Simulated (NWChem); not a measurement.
Molecule: CH$_{7}$NOSi; SMILES [Si@@H](O)(C)N

```xyz
11

C     -0.3401     1.6970    -0.1840
Si    -0.0904    -0.0791     0.3499
N      1.4877    -0.5421    -0.1860
O     -1.2229    -1.1265    -0.2888
H     -0.1721     1.8220    -1.2657
H      0.3477     2.3741     0.3480
H     -1.3678     2.0224     0.0394
H     -0.3250    -0.2090     1.8183
H      1.9128    -1.4091     0.1229
H      2.1930     0.1647    -0.3588
H     -1.0994    -1.3232    -1.2226
```
Atoms are numbered in this order, from 1.

All runs: NWChem. Pople sets run with spherical d functions. Coordinates come from a PBE0/def2-SVP optimisation. Atomic charges in e: unrestrained fits to the electrostatic potential beside Mulliken populations; buried atoms are poorly determined by the fit.

### Question
Estimate the computed values for Hartree-Fock/6-31G*. Quantities: ESP C1; Mulliken C1; ESP Si2; Mulliken Si2; ESP N3; Mulliken N3; ESP O4; Mulliken O4; relative RMS misfit of the potential (%).

### Answer
- ESP C1 = -0.50
- Mulliken C1 = -0.82
- ESP Si2 = 1.22
- Mulliken Si2 = 1.24
- ESP N3 = -1.14
- Mulliken N3 = -1.09
- ESP O4 = -0.81
- Mulliken O4 = -0.90
- relative RMS misfit of the potential (%) = 26
